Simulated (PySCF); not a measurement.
C5H14OSi2.
Cartesian coordinates in Å at the PBE0-D3(BJ)/def2-SVP level; atoms count from 1:
```xyz
22
C5H14OSi2 angstrom
C      2.6244   -0.3705   -2.5742
C      1.5606   -0.6973   -1.5371
C      0.8006    0.5340   -1.0471
Si    -0.5175    0.1682    0.2167
O     -1.2852    1.5736    0.6563
Si    -2.4227    2.1710    1.7046
C     -0.4014   -1.2135    1.4295
C     -1.4412   -1.4239    0.2697
H      3.3756    0.3261   -2.1687
H      2.1807    0.1055   -3.4634
H      3.1543   -1.2756   -2.9093
H      2.0302   -1.2062   -0.6775
H      0.8472   -1.4253   -1.9605
H      0.3158    1.0531   -1.8933
H      1.4962    1.2704   -0.6068
H     -1.9546    2.0391    3.1177
H     -3.7139    1.4327    1.5541
H     -2.6358    3.6110    1.3863
H     -0.8313   -1.1053    2.4330
H      0.4569   -1.8964    1.4338
H     -1.2138   -2.2324   -0.4357
H     -2.4937   -1.4446    0.5780
```

Computed with PySCF at PBE0/pcSseg-1, non-relativistic, on one gas-phase PBE0-D3(BJ)/def2-SVP geometry that isn't relaxed in the solvent. The solvent is an IEF-PCM continuum (cavity from Bondi-type radii × 1.2). Only the electrostatic response of the medium enters.

Gas phase at PBE0/pcSseg-1: HOMO -6.57 eV, LUMO 0.34 eV, dipole 0.69 D.

What does the continuum do to the energy, the frontier levels and the dipole at PBE0/pcSseg-1 in chloroform and tetrahydrofuran?

```json
{"solvent": "chloroform", "ε": "4.711", "E(solvent) − E(gas) (kJ/mol)": "-6.15", "polarisation term (kJ/mol)": "-6.41", "distortion of the solute (kJ/mol)": "0.26", "HOMO (eV)": "-6.55", "LUMO (eV)": "0.38", "dipole (D)": "0.77"}
{"solvent": "tetrahydrofuran", "ε": "7.426", "E(solvent) − E(gas) (kJ/mol)": "-7.12", "polarisation term (kJ/mol)": "-7.47", "distortion of the solute (kJ/mol)": "0.35", "HOMO (eV)": "-6.55", "LUMO (eV)": "0.38", "dipole (D)": "0.77"}
```

The polarisation term is half the interaction of the solute with the surface charges that it induces; the rest is the cost of distorting the solute's density. The sum is the electrostatic part of solvation alone. From chloroform to tetrahydrofuran the lowering changes by a factor 1.16, Onsager's factor (ε − 1)/(2ε + 1) by 1.14 and ε itself by 1.6.

Give the dipole vector in the frame of the coordinates (D, pointing from negative to positive charge), gas and tetrahydrofuran.

Gas (0.54, -0.09, -0.42), solvent (0.61, -0.11, -0.47). Its length changes by +12 % and its direction by 1°.
